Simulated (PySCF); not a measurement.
# Hg⁺ (mercury, charge +1): M06-2X calculation

Configuration: [Xe] 4f14 5d10 6s1, 2S determinant. Computed with PySCF 2.14 in def2-SVP with the def2 core potential (60 electrons), with a scalar-relativistic core potential.

* Total energy: -153.0418 hartree
* One-electron energy: -263.4977 hartree
* Hartree (Coulomb) energy: 124.0686 hartree
* Exchange-correlation energy: -13.6127 hartree
* ⟨S²⟩: 0.7501
* ⟨L²⟩: 0.000
* Sum of ⟨r⟩: 25.59 bohr
* Sum of ⟨r²⟩: 42.09 bohr²
* Time after the integrals: 0.41 s of wall time on 1 thread of AMD EPYC 9R45 96-Core Processor (shared host)

```json
{"shell": "5s α", "electrons": "1", "mean orbital energy (eV)": "-134.88", "rms radius, mean of both spins (bohr)": "0.972"}
{"shell": "5s β", "electrons": "1", "mean orbital energy (eV)": "-134.71", "rms radius, mean of both spins (bohr)": "0.972"}
{"shell": "5p α", "electrons": "3", "mean orbital energy (eV)": "-83.178", "rms radius, mean of both spins (bohr)": "1.12"}
{"shell": "5p β", "electrons": "3", "mean orbital energy (eV)": "-83.037", "rms radius, mean of both spins (bohr)": "1.12"}
{"shell": "5d α", "electrons": "5", "mean orbital energy (eV)": "-22.827", "rms radius, mean of both spins (bohr)": "1.60"}
{"shell": "5d β", "electrons": "5", "mean orbital energy (eV)": "-22.411", "rms radius, mean of both spins (bohr)": "1.60"}
{"shell": "6s α", "electrons": "1", "mean orbital energy (eV)": "-16.800", "rms radius, mean of both spins (bohr)": "2.68"}
```

Energies and moments cover only the electrons outside the core potential. Spin-orbit coupling, which splits the p, d and f shells strongly at this Z, is absent.
